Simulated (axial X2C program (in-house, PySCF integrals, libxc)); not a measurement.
# Ionising NaCr

Calculated with an in-house all-electron X2C program for linear molecules (integrals from PySCF), spin-free (one-electron X2C) or two-component (2c: spin–orbit coupling with atomic mean-field Coulomb and Gaunt terms, which also bring small scalar terms), in Dyall basis sets with cores contracted in-house; open shells are unrestricted.

Basis sets: Cr dyall-cv3z, Na dyall-cv3z. Frozen shells (counts by l): NaCr Cr 3s2p, Na 1s, 15 electrons correlated; NaCr⁺ Cr 3s2p, Na 1s, 14 electrons correlated. Coupled cluster in natural virtuals with an MP2 remainder. Where the outer core of a metal is frozen, bonds come out longer and ionisation energies lower.

```csv
Hamiltonian,level,NaCr state,Re (Å),ωe (cm⁻¹),De (eV)
spin-free,PBE0,"M_S = 5/2, Λ = 0",2.948,156.2,0.61
2c,PBE0,Ω = 5/2,2.949,156.1,0.61
2c,CCSD(T),Ω = 5/2,2.853,173.3,0.63
```

Adiabatic ionisation energy (minimum to minimum, no zero-point term) and constants of NaCr⁺:

```tsv
Hamiltonian	level	NaCr⁺ state	IE (eV)	Re (Å)	ωe (cm⁻¹)	De (eV)	fragments
spin-free	PBE0	M_S = 3, Λ = 0	5.30	3.226	116.2	0.61	Cr + Na+
2c	PBE0	Ω = 3	5.30	3.227	116.1	0.61	Cr + Na+
2c	CCSD(T)	Ω = 3	5.08	3.216	124.1	0.67	Cr + Na+
```

Task: Add the zero-point terms to the ionisation energy at CCSD(T), 2c, and say whether the electron removed was bonding.

Result: IE0 = IE + (ωe⁺ − ωe)/2 = 5.08 + (-0.003) = 5.08 eV. Re changes by 0.363 Å, so the bond lengthens, as on loss of a bonding electron.

Task: Close the cycle De(NaCr⁺) + IE(NaCr) = De(NaCr) + IE(Na) to find the atomic ionisation energy at CCSD(T), 2c.

Result: IE(Na) = 0.67 + 5.08 − 0.63 = 5.12 eV, for the determinants used.

Each entry is the lowest single determinant of a limited PBE0 search at one distance. De goes to single-determinant-based atoms at the same level (for ions the charge split of lowest energy) and is withheld (n/a) where an atom does not fit its ground term or J level. Main or longest-lived isotopes. One determinant is a doubtful description, or other states lie close, for NaCr, NaCr⁺; these need not be ground states, and all values refer to the states named. Some open-shell Ω = 0 determinants are out of reach, so the Ω given for NaCr⁺ need not be the lowest component. With several unpaired electrons the Ω given is that of one determinant, not necessarily of the lowest component.
